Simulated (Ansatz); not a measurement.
Abridged output of a molecular run in Ansatz:

```
Functional definition: HF
2454 factors; integrals over basis functions are off by at most 1.1e-3 eV
mean field evaluation 1: about -5315.1889 eV, gradient 4.6e1 eV
mean field evaluation 2: about -5315.1897 eV, gradient 4.6e1 eV
mean field evaluation 4: about -5319.5371 eV, gradient 3.8e0 eV
mean field evaluation 8: about -5319.5872 eV, gradient 4.5e-4 eV
mean field -5319.58720732 eV, -195.4912241231 hartree, gradient 2.2e-6 eV, S^2 0.000000; 0 other end points of the search recorded, 0 dependent functions left out
4 core orbitals not correlated: weight in the atoms' cores, before any rotation towards them, 1.000 or more for the frozen orbitals, at most 0.000 for the correlated occupied ones
reference -5319.58720732 eV, -195.4912241231 hartree; 12, 12 occupied and 392, 392 virtual orbitals, 2454 factors
second order -21.31932058 eV of doubles, -0.00000000 eV of singles
cycle   1  -21.39280337 eV  change   -7.3e-2 eV  update   8.7e-2
cycle   2  -21.85289964 eV  change   -4.6e-1 eV  update   2.5e-2
cycle   3  -21.94991052 eV  change   -9.7e-2 eV  update   1.3e-2
cycle   4  -21.93792183 eV  change    1.2e-2 eV  update   3.3e-3
cycle   5  -21.93757724 eV  change    3.4e-4 eV  update   1.7e-3
cycle   6  -21.93813482 eV  change   -5.6e-4 eV  update   4.6e-4
cycle   7  -21.93782824 eV  change    3.1e-4 eV  update   1.6e-4
cycle   8  -21.93779262 eV  change    3.6e-5 eV  update   5.0e-5
cycle   9  -21.93781797 eV  change   -2.5e-5 eV  update   1.8e-5
perturbative correction -0.85172551 eV, -0.0313003353 hartree
Total energy: -5342.37675080 eV, -196.3287243989 hartree
```

Its atoms:

```xyz
10

N     0.711   -1.467    0.181
C    -0.022   -0.278    0.598
B    -0.120    0.808   -0.526
O    -0.490    2.064   -0.181
H     0.366   -1.807   -0.708
H     0.609   -2.219    0.849
H    -1.059   -0.476    0.933
H     0.473    0.169    1.469
H     0.091    0.546   -1.686
H    -0.558    2.660   -0.929
```

Q: Which basis set was used?
A. def2-SVPD
B. cc-pV(D+d)Z
C. def2-QZVPP
D. def2-TZVPP

A: C. It gives 408 functions.

Q: Write the keys of the input that set method, charge and spin (a neutral closed shell needs none for the last two).

A: 
```yaml
correlation: {method: ccsd_t}
```
